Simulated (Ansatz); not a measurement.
A nudged elastic band was laid between two geometries of CH8GeN2OSi (14 atoms, charge 0, multiplicity 1).

These are results of RKS PBE-D4/def2-SVP (Ansatz), not measurements.

```json
{
  "movable images": "7",
  "climbing image": "yes",
  "spring": "5.0 eV/Å²",
  "optimiser": "quadratic models (default)",
  "start path": "IDPP",
  "force threshold": "0.05 eV/Å",
  "iteration limit": "37",
  "end points": "relaxed"
}
```

Image 0:

```xyz
14
Properties=species:S:1:pos:R:3
N -2.064 -1.179 -1.265
Ge -0.933 -1.354 0.201
N 0.867 -1.442 -0.338
Si 0.947 -0.083 0.760
C 1.169 1.698 0.095
O 0.572 2.621 1.008
H -3.058 -1.201 -1.002
H -1.902 -0.319 -1.804
H -1.471 -2.594 0.974
H 1.496 -2.084 -0.827
H 1.714 -0.212 2.056
H 2.248 1.959 0.038
H 0.771 1.782 -0.947
H -0.370 2.377 1.080
```

Image 8:

```xyz
14
Properties=species:S:1:pos:R:3
N -2.371 -0.751 -0.829
Ge -1.027 -1.234 0.355
N 0.731 -1.514 -0.347
Si 0.988 -0.137 0.686
C 1.266 1.622 -0.014
O 0.752 2.577 0.915
H -2.742 -1.548 -1.363
H -2.081 -0.030 -1.499
H -1.581 -2.453 1.140
H 1.285 -2.218 -0.842
H 1.786 -0.277 1.962
H 2.353 1.830 -0.118
H 0.828 1.715 -1.039
H -0.200 2.387 1.021
```

(1) What changes between the two ends?

(2) Give the energies along the band, and the barrier.

(3) What is the geometry of the highest image?

(4) What are the harmonic wavenumbers there?

The band took 5 iterations and about 5 core-minutes.

## Answers

(1) No bond is made or broken. The height of N1 over the plane of its neighbours goes from 0.37 to -0.36 Å.

(2) The run converged. The highest image is number 4 of 0 to 8, 1.1 kcal/mol above the first end and 1.4 kcal/mol above the last; the last end lies 0.3 kcal/mol below the first. A vibrational analysis at the climbing image gives one clearly imaginary mode, 373i cm⁻¹: a first-order saddle point.

```tsv
image	path coordinate (Å)	energy (kcal/mol)	height of N1 over the plane of its neighbours (Å)
0	0.00	0.0	0.37
1	0.20	0.0	0.36
2	0.39	0.2	0.34
3	0.59	0.6	0.24
4	0.79	1.1	0.03
5	0.95	0.7	-0.14
6	1.11	0.0	-0.28
7	1.27	-0.3	-0.35
8	1.43	-0.3	-0.36
```

(3) 
```xyz
14
Properties=species:S:1:pos:R:3
N -2.202 -0.886 -1.024
Ge -0.973 -1.275 0.272
N 0.819 -1.514 -0.315
Si 0.996 -0.124 0.727
C 1.268 1.639 0.032
O 0.688 2.585 0.933
H -3.032 -1.461 -1.167
H -2.167 -0.047 -1.599
H -1.560 -2.501 1.024
H 1.408 -2.162 -0.845
H 1.772 -0.242 2.021
H 2.353 1.873 -0.020
H 0.878 1.722 -1.013
H -0.260 2.362 1.003
```

(4) 373i, 38, 92, 98, 179, 193, 226, 279, 332, 359, 399, 458, 575, 580, 659, 678, 698, 715, 820, 832, 888, 904, 1024, 1108, 1221, 1332, 1401, 1454, 2052, 2107, 2905, 3007, 3500, 3523, 3647, 3672 cm⁻¹.

Time of the run: 2.5 min on 2 threads of Arm Neoverse V2 (shared host), peak memory 0.21 GiB.
